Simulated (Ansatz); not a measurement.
`F[SiH2][AlH2]` + `COCF` → `FC[SiH](F)[AlH2]` + CH₃OH at 700 K and 1 bar (formal exchange of groups at the Si–H bond).

Isolated molecules relaxed with PBE0-D4/def2-TZVP in Ansatz; ΔE leaves out vibrations. CBS: MP2 limit from def2 TZ/QZ plus the TZ coupled-cluster correction, frozen cores. This one scheme is used for every species. Each species was taken in one conformer, which may not be the lowest.

| species | CCSD(T)/CBS energy (Eh) | H − E (kJ/mol) | S (J/(mol·K)) |
| --- | --- | --- | --- |
| `F[SiH2][AlH2]` | -633.31837 | 146.4 | 404.2 |
| `COCF` | -254.05716 | 247.4 | 371.6 |
| `FC[SiH](F)[AlH2]` | -771.76241 | 228.4 | 502.2 |
| CH₃OH | -115.61712 | 170.8 | 288.5 |

H − E and S are ideal-gas, rigid-rotor, harmonic terms from PBE0-D4/def2-TZVP, for one conformer and one mirror image of each species. 1 Eh = 2625.50 kJ/mol, R = 8.31446 J/(mol·K).

**Question.** By hand: ΔE, ΔH, ΔS and ΔG.

**Answer.** ΔE = (-771.76241) + (-115.61712) − (-633.31837) − (-254.05716) = -0.00400 Eh = -10.5 kJ/mol. Δ(H − E) = 228.4 + 170.8 − 146.4 − 247.4 = 5.4, so ΔH = -5.1 kJ/mol. ΔS = 502.2 + 288.5 − 404.2 − 371.6 = 14.9 J/(mol·K). ΔG = -5.1 − 700 × (14.9)/1000 = -15.5 kJ/mol.

**Question.** By hand: the equilibrium constant, and the temperature at which ΔG would vanish if ΔH and ΔS stayed fixed.

**Answer.** log₁₀ K = −ΔG/(RT ln 10) = 1.2. ΔH and −TΔS have one sign here, so there is no such temperature.

TΔS isn't small against ΔH here. A doubt of 5 kJ/mol in ΔE shifts log₁₀ K by 0.4 here. Other conformers and mirror images would add mixing entropy, several J/(mol·K) or more a flexible species. These are equilibria of isolated gas molecules and say nothing of rates. Largest T1 diagnostic: 0.012 (customary marks: 0.02 for closed shells, 0.045 for open ones).
